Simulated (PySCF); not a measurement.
Excited states of Ca (calcium, neutral)

Ground state [Ar] 4s2, ¹S. Computed with PySCF 2.14 in aug-cc-pVTZ-X2C with one added diffuse shell each of s, p, d, f type (8s7p5d3f, 75 functions), with scalar relativity by spin-free X2C-1e. Vertical excitation energies in eV without spin-orbit coupling; excited terms of each kind are numbered among those the solver found. Frozen: [Ne] 3s2.

```csv
term,leading excitation,EOM-EE-CCSD,measured centre of gravity (NIST)
1 3P°,4s → p,1.857,1.892 (4s4p)
1 1P°,4s → p,3.014,2.933 (4s4p)
1 3D,4s → d,3.073,n/a
1 1D,4s → d,3.209,n/a
1 3S,4s → s,3.887,3.910 (4s5s)
1 1S,4s → s,4.129,4.131 (4s5s)
2 3P°,4s → p,4.545,n/a
2 1P°,4s → p,4.613,n/a
2 3D,4s → d,4.756,n/a
2 1D,4s → d,4.769,n/a
2 3S,4s → s,5.013,n/a
2 1S,4s → s,5.088,n/a
1 1F°,4s → f,5.710,n/a
1 3F°,4s → f,5.886,n/a
```

Only the lower part of the computed list is shown. Doubly excited terms such as np² are absent. The solver can miss terms. Rydberg members are limited by the diffuse functions of the basis.
